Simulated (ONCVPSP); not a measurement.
**Before and after: ONCV potential for ytterbium**

ONCVPSP 4.0.1 input, shortened (lines: element, Z, core and valence counts, functional; n l f; lmax; l rc ep ncon nbas qcut; lloc lpopt rc5 dvloc0; l nproj debl; icmod fcfact rcfact), LDA (Perdew-Wang 92), scalar-relativistic:

```
  Yb 70.00   10    4  -001012      upf
    1    0    2.00
    2    0    2.00
    2    1    6.00
    3    0    2.00
    3    1    6.00
    3    2   10.00
    4    0    2.00
    4    1    6.00
    4    2   10.00
    4    3   13.00
    5    0    2.00
    5    1    6.00
    5    2    1.50
    6    0    1.50
    2
    0    1.70    0.00    4    7    8.20
    1    2.10    0.00    4    8    5.20
    2    2.00    0.00    4    7    4.60
    4    5    1.10    0.00
    0    2    2.50
    1    2    3.30
    2    3    1.80
    0    0.00    0.00
```

All-electron outer shells of the reference configuration (LDA (PZ), scalar-relativistic, ld1.x):

```csv
shell,level (eV),outermost node (bohr),outermost maximum (bohr)
5s,-58.85,0.58,1.07
5p,-30.56,0.62,1.21
4f,-9.20,–,0.48
6s,-4.57,1.44,3.08
5d,-1.74,0.70,1.89
```

Change: p: qcut 3.9.

Cutoffs: the cutoffs (Ha) at which the residual kinetic energy of the hardest occupied pseudo-wave falls to 1 and 0.1 mHa per electron; they do not see the model core or the augmentation charge, which bear on the density cutoff. Errors are all-electron minus pseudo energies relative to the spin-unpolarised reference configuration.

Q: How do hardness, ghosts and transferability respond?

A: The potential gets harder (22 Ha and 25 Ha → 22 Ha and 38 Ha); of the 4 tests that both files solve, the error grows in 0 and shrinks in 1 by more than 15 % and 0.3 meV (median size 1.8 → 1.7 meV); neither file shows a bound ghost.

| quantity | base | changed |
| --- | --- | --- |
| cutoff, loose | 22 Ha | 22 Ha |
| cutoff, tight | 25 Ha | 38 Ha |
| loose cutoff by channel | s 22 Ha, p 9.1 Ha, d 9.9 Ha | s 22 Ha, p 10 Ha, d 9.9 Ha |
| bound ghosts | none | none |
| GHOST(+) flags under 300 eV | s at 17.4 eV, p at 160.8 eV | s at 17.4 eV, p at 197.4 eV |
| error for 5s2 5p6 5d1 6s2, meV [ΔE -1.38 eV] | +1.5 | +1.5 |
| error for 5s2 5p6 5d1 6s1, meV [ΔE 6.09 eV] | -2.0 | -2.0 |
| error for 5s2 5p6 5d1 6s0, meV [ΔE 19.48 eV] | +4.9 | +4.8 |
| error for 5s2 5p6 5d1 6s1 6p1, meV [ΔE 2.05 eV] | +1.7 | +1.0 |
| s: phases at 1.73 bohr within 0.05 rad from the reference energy up to (Ha; the scan ends near 5) | 0.6 | 0.6 |
| p: phases at 2.13 bohr within 0.05 rad from the reference energy up to (Ha; the scan ends near 5) | to the end of the scan | to the end of the scan |
| d: phases at 2.03 bohr within 0.05 rad from the reference energy up to (Ha; the scan ends near 5) | to the end of the scan | to the end of the scan |
